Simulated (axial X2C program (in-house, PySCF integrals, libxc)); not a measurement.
Spin–orbit effects along a row: molecules with P, PBE0

All values come from calculations with an in-house all-electron X2C program for linear molecules (integrals from PySCF), spin-free (one-electron X2C) or two-component (2c: spin–orbit coupling with atomic mean-field Coulomb and Gaunt terms, which also bring small scalar terms), in Dyall basis sets with cores contracted in-house; open shells are unrestricted.

Basis sets: As dyall-cv3z, Br dyall-cv3z, Co dyall-cv3z, Cr dyall-cv3z, Ge dyall-cv3z, K dyall-cv3z, Ni dyall-cv3z, P dyall-v3z, Sc dyall-cv3z, V dyall-cv3z.

| molecule | spin-free state | Re (Å) | ωe (cm⁻¹) | De (eV) | 2c state | Re 2c (Å) | ωe 2c (cm⁻¹) | De 2c (eV) |
| --- | --- | --- | --- | --- | --- | --- | --- | --- |
| KP | M_S = 1, Λ = 0 | 3.016 | 214.4 | 1.34 | Ω = 1 | 3.016 | 214.4 | 1.34 |
| ScP | M_S = 0, Λ = 0 | 2.156 | 556.6 | 2.75 | Ω = 0 | 2.156 | 556.5 | 2.75 |
| VP | M_S = 1, Λ = 2 | 2.153 | 384.3 | n/a | Ω = 1 | 2.153 | 384.0 | n/a |
| CrP | M_S = 3/2, Λ = 0 | 2.208 | 351.8 | 2.05 | Ω = 3/2 | 2.209 | 351.4 | 2.05 |
| CoP | M_S = 2, Λ = 2 | 2.096 | 400.6 | 2.08 | Ω = 4 | 2.097 | 400.5 | n/a |
| NiP | M_S = 3/2, Λ = 2 | 2.092 | 409.7 | 2.19 | Ω = 7/2 | 2.093 | 409.5 | n/a |
| GeP | M_S = 1/2, Λ = 1 | 2.143 | 492.5 | 3.23 | Ω = 3/2 | 2.144 | 490.9 | n/a |
| AsP | M_S = 0, Λ = 0 | 1.986 | 646.0 | 4.14 | Ω = 0 | 1.987 | 645.2 | 4.13 |
| PBr | M_S = 1, Λ = 0 | 2.177 | 440.5 | 3.00 | Ω = 1 | 2.178 | 439.5 | 2.90 |

Each entry is the lowest single determinant of a limited PBE0 search at one distance. De goes to single-determinant-based atoms at the same level (for ions the charge split of lowest energy) and is withheld (n/a) where an atom does not fit its ground term or J level. Main or longest-lived isotopes. One determinant is a doubtful description, or other states lie close, for KP, ScP, VP, CrP, CoP, NiP, GeP, PBr; these need not be ground states, and all values refer to the states named. Some open-shell Ω = 0 determinants are out of reach, so the Ω given for KP, CoP, PBr need not be the lowest component. With several unpaired electrons the Ω given is that of one determinant, not necessarily of the lowest component. Some light 2c atoms are not at their ground J level, so De misses part of their lowering (0.04 eV or less). The functionals have no current term, which raises determinants with orbital currents.
